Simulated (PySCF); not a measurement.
## Correlation energy of Ne (neon, neutral)

[He] 2s2 2p5 3s1, 3s spin antiparallel (an excited configuration). Calculation: PySCF 2.14, in aug-cc-pCVTZ-DK with one added diffuse shell each of s, p, d, f type (8s7p5d3f, 75 functions); scalar relativity by spin-free X2C-1e. Frozen: nothing; 10 electrons correlated.

MP2 pair energies summed by pair of shells (mhartree):

```
 pair   energy  share (%)
2p-2p  -126.63       46.8
2s-2p   -69.99       25.9
1s-1s   -34.84       12.9
1s-2p   -17.11        6.3
2s-2s   -10.28        3.8
2p-3s    -5.38        2.0
1s-2s    -5.19        1.9
2s-3s    -0.88        0.3
1s-3s    -0.08        0.0
```

Total MP2 correlation energy: -270.37 mhartree.

Same-spin part -60.82 and opposite-spin part -209.54 mhartree; SCS-MP2 scales them by 1/3 and 6/5 to -271.73 mhartree.
